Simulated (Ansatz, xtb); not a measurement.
**Relative energy of two structures of CH4BeSe**

We compare I, `[CH3][Be][SeH]`, a singlet, with II, a singlet given by its coordinates. Both are isolated molecules in the gas phase, relaxed with r2SCAN-D4/def2-TZVP.

I (Å):

```yaml
atoms:
  - { symbol: C, position_ang: [-0.9741, -2.1627, -0.0982] }
  - { symbol: Be, position_ang: [0.6541, -1.9728, -0.4401] }
  - { symbol: Se, position_ang: [2.6403, -1.7187, -0.8619] }
  - { symbol: H, position_ang: [-1.4227, -1.2419, 0.2898] }
  - { symbol: H, position_ang: [-1.5550, -2.4556, -0.9787] }
  - { symbol: H, position_ang: [-1.1405, -2.9346, 0.6616] }
  - { symbol: H, position_ang: [2.9270, -2.9782, -0.1595] }
```

II (Å):

```
atom    x (Å)    y (Å)    z (Å)
   C  -0.1001  -2.9387   0.0633
  Be  -0.4826  -1.9114  -1.1992
  Se   1.6469  -1.9256   0.0966
   H  -0.9354  -1.1400  -2.1945
   H   0.2139  -3.9525  -0.1934
   H  -0.5200  -2.9418   1.0658
   H   1.0893  -0.7049   0.6980
```

Close contacts (Å): C1–Be2 1.67, C1–Se3 2.02, Be2–Se3 2.49, C1–H5 1.09, C1–H6 1.09, Be2–H4 1.34, Se3–H7 1.47.

Quicker runs give these differences E(II) − E(I): GFN2-xTB +0.252 eV; HF/STO-3G +1.769 eV (at GFN2-xTB geometries); r2SCAN-D4/def2-SVP +1.766 eV (at GFN2-xTB geometries).

**Question.** Estimate E(II) − E(I) at the level CCSD(T)/def2-TZVPP.

**Answer.** Calculated at CCSD(T)/def2-TZVPP: E(II) − E(I) = +1.694 eV, so structure I lies lower.

Level by level:

| level | geometry | E(II) − E(I) (eV) | departure from the last row (eV) | job, with rough time for the two |
| --- | --- | --- | --- | --- |
| GFN2-xTB | GFN2-xTB | +0.252 | −1.442 | optimisation, 0.17 s |
| HF/STO-3G | GFN2-xTB | +1.769 | +0.075 | single point, 0.3 s |
| r2SCAN-D4/def2-SVP | GFN2-xTB | +1.766 | +0.073 | single point, 1.7 s |
| r2SCAN-D4/def2-TZVP | r2SCAN-D4/def2-TZVP | +1.749 | +0.055 | optimisation, 29 s |
| HF/def2-TZVPP | r2SCAN-D4/def2-TZVP | +1.880 | +0.186 | part of the CCSD(T) run |
| MP2/def2-TZVPP | r2SCAN-D4/def2-TZVP | +1.731 | +0.037 | part of the CCSD(T) run |
| CCSD(T)/def2-TZVPP | r2SCAN-D4/def2-TZVP | +1.694 |  | single point, 48 s |

None of the levels shown reverses the order. The largest departure from CCSD(T)/def2-TZVPP is that of GFN2-xTB, 1.442 eV. A small imaginary or near-zero mode remains, so no thermal terms are given.

The correlated steps freeze 10 core orbitals; the filled d shell of Se is correlated; the last core shell of Be is correlated, in a basis made for valence electrons. Codes used: Ansatz 0.2.0, xtb 6.7.1; the last row on 2 threads of Intel(R) Xeon(R) Platinum 8488C (Sapphire Rapids) on a shared host.
